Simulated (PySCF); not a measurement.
**Electronic absorption of C5H8O3**

Compound: C₅H₈O₃.
Structure used (GFN2-xTB), in Å, numbered top down from 1:
```xyz
16
C5H8O3 angstrom
C      3.3150    0.1333   -0.0877
O      1.9741    0.3151   -0.5242
C      1.0283   -0.0552    0.3420
O      1.2262   -0.5141    1.4318
O     -0.1575    0.1825   -0.2091
C     -1.3008   -0.1266    0.5658
C     -2.5078    0.7288    0.3538
C     -2.4841   -0.6817   -0.1602
H      3.5861   -0.9238   -0.1239
H      3.4362    0.4947    0.9350
H      3.9328    0.7051   -0.7753
H     -1.0456   -0.4860    1.5552
H     -3.1196    0.9654    1.2097
H     -2.4249    1.5241   -0.3694
H     -2.3868   -0.8215   -1.2247
H     -3.0794   -1.4311    0.3372
```

Method: PySCF 2.14.0, density-fitted response routines, TDDFT wB97X-D/def2-SVPD, vertical, gas phase, core orbitals frozen in the response.

```
state  E (eV)  λ (nm)       f  |μ| (D)  main configurations (H = HOMO, L = LUMO)
   S1    7.26   170.7  0.0003     0.11              H-1→L+2 (71%), H-1→L+3 (24%)
   S2    8.08   153.4  0.0019     0.25                    H→L (67%), H→L+1 (21%)
   S3    8.31   149.3   0.283     3.00                  H→L+2 (77%), H→L+3 (11%)
   S4    8.53   145.3   0.093     1.70                 H-1→L (73%), H-1→L+4 (8%)
   S5    8.65   143.3   0.021     0.79                  H→L+1 (36%), H→L+4 (33%)
   S6    8.68   142.9   0.013     0.62     H→L+5 (38%), H→L+4 (17%), H-3→L (16%)
   S7    8.81   140.8  0.0050     0.39                   H→L+3 (71%), H→L+2 (9%)
   S8    8.81   140.7   0.020     0.78                  H-3→L (57%), H→L+5 (12%)
```

Triplets (Tamm–Dancoff): T1 6.86 eV, H-1→L+2 (69%), H-1→L+3 (26%); T2 6.99 eV, H-3→L+2 (30%), H→L+2 (28%), H-3→L+3 (12%); T3 7.60 eV, H→L+2 (35%), H-3→L+2 (34%), H-3→L+3 (12%).

The lowest singlet lies at 7.26 eV (171 nm, vacuum ultraviolet) and is dark (f under 0.0005); its leading configuration is HOMO-1→LUMO+2 (71%). The strongest level in the table is S3 at 8.31 eV (149 nm, f = 0.283). S7/S8 lie within about 0.01 eV of each other. Löwdin shares by element: HOMO carbon 52% or more, oxygen 28% or more (atoms not listed hold the other 20%); LUMO carbon 43% or more, oxygen 16% or more (atoms not listed hold the other 41%). The oscillator strengths of these states sum to 0.437; summed over the whole spectrum of an exact calculation they would give the number of electrons, 62 (Thomas–Reiche–Kuhn). Weighted by f, the mean energy of these states is 8.41 eV. The listed states span 1.55 eV, and the widest gap between neighbours is 0.82 eV (S1 to S2). The window holds the lowest 8 singlets.

On Arm Neoverse V2, one thread, no GPU (shared host), this took 52 s wall.

One conformer stands for the species.
